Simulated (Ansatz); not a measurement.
Frontier orbitals of `C[C@@H]1CCCC[C@H]1C`.

```xyz
24

C    -2.090   -0.152    0.750
C    -0.590   -0.064    0.999
C    -0.050    1.341    0.715
C    -0.010    1.667   -0.772
C     0.787    0.621   -1.540
C     0.241   -0.778   -1.284
C     0.185   -1.129    0.205
C     1.576   -1.365    0.781
H    -2.349    0.035   -0.294
H    -2.470   -1.144    1.009
H    -2.630    0.581    1.356
H    -0.428   -0.271    2.065
H     0.963    1.429    1.123
H    -0.657    2.078    1.250
H    -1.029    1.712   -1.172
H     0.421    2.661   -0.923
H     1.839    0.673   -1.237
H     0.767    0.838   -2.612
H     0.846   -1.524   -1.810
H    -0.766   -0.847   -1.711
H    -0.367   -2.072    0.302
H     2.201   -0.471    0.735
H     2.095   -2.156    0.234
H     1.516   -1.667    1.830
```

The species carries charge 0 and has multiplicity 1. The structure was optimised at the PBE0-D4/def2-TZVP level. It is a higher conformer; a search finds a lower one. Basis def2-TZVPP, Ansatz.

Orbital energies of one run (eV). Highest occupied ones, from the top: -6.73, -6.81, -7.04, -7.83, -7.85, -8.08, -8.37, -8.51, -9.23, -9.45, -9.62, -9.83, -10.22, -10.83. Empty: 0.33, 0.88, 1.23, 1.31, 1.83, 1.91.

(1) Which functional gave them?
A. r2SCANh
B. revPBE
C. CAM-B3LYP
D. PBE0

## Answers

(1) B. HOMO energies: revPBE -6.73, PBE0 -8.07, CAM-B3LYP -9.47, r2SCANh -7.50 eV.
